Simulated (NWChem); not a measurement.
# silicon dioxide molecule (O₂Si) in NWChem

SMILES: O=[Si]=O
```xyz
3

O      0.0000     0.0000    -1.5184
Si     0.0000     0.0000     0.0000
O      0.0000     0.0000     1.5184
```
Charge 0, spin multiplicity 1.

All runs are NWChem calculations. The geometry was optimised at PBE0/def2-SVP, a minimum by its harmonic frequencies.

Symmetry labels belong to the abelian group D2h used in the runs, with the axes of the coordinates shown; states degenerate in a higher group split over its labels.

**Question.** List the lowest 6 singlet excitations that CIS/aug-cc-pVDZ gives, with oscillator strengths.

**Answer.** 
```tsv
state	symmetry	energy (eV)	wavelength (nm)	f
1	b3g	5.49	226	0.000
2	b2g	5.49	226	0.000
3	b2u	7.09	175	0.117
4	b3u	7.09	175	0.117
5	b1u	7.65	162	0.057
6	au	8.07	154	0.000
```
